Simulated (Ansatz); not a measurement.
Reactions of CH6N2OW, SMILES `[CH3][W](=[NH])(=[NH])[OH]`.

Calculated with Ansatz (gas phase, PBE0-D4/def2-TZVP geometries, no zero-point term in ΔE). CCSD(T)/CBS adds triple-zeta CCSD(T) − MP2 to the extrapolated MP2 energy (def2 sets, frozen cores). Functionals use def2-TZVPP. Elements past krypton have def2 core potentials. For Nb, W outer-core shells are correlated without core-valence functions, which leaves a few kJ/mol of doubt a bond. One conformer a species, not always the lowest.

| reaction | B2PLYP (kJ/mol) | MP2/CBS(def2) (kJ/mol) | r2SCAN-D4 (kJ/mol) |
| --- | --- | --- | --- |
| `[CH3][W](=[NH])(=[NH])[OH]` + `C[S][Al]([Cl])[Cl]` → `[NH]=[W](=[NH])([OH])[Cl]` + `C[S][Al]([CH3])[Cl]` | 9 | 8 | 9 |
| `[CH3][W](=[NH])(=[NH])[OH]` + `C[B-]1(Cl)OC(C(F)(F)F)=CC(C(F)(F)F)=[O+]1` → `[CH3][W](=[NH])(=[NH])[Cl]` + `C[B-]1(O)OC(C(F)(F)F)=CC(C(F)(F)F)=[O+]1` | -49 | -54 | -43 |
| `[CH3][W](=[NH])(=[NH])[OH]` + `[NH2][Nb](=[O])([OH])[F]` → `[NH]=[W](=[NH])([NH2])[OH]` + `[CH3][Nb](=[O])([OH])[F]` | 27 | 29 | 25 |
| `[CH3][W](=[NH])(=[NH])[OH]` + `OC(O)(S)S` → `[NH]=[W](=[NH])([OH])[OH]` + `CC(O)(S)S` | -126 | -130 | -126 |

Task: Give the CCSD(T)/CBS values in the same order. (Estimate.)

Result: The calculation gave: 17, -44, 27, -125 kJ/mol.

Largest T1 diagnostic: 0.022, for `[NH2][Nb](=[O])([OH])[F]`.
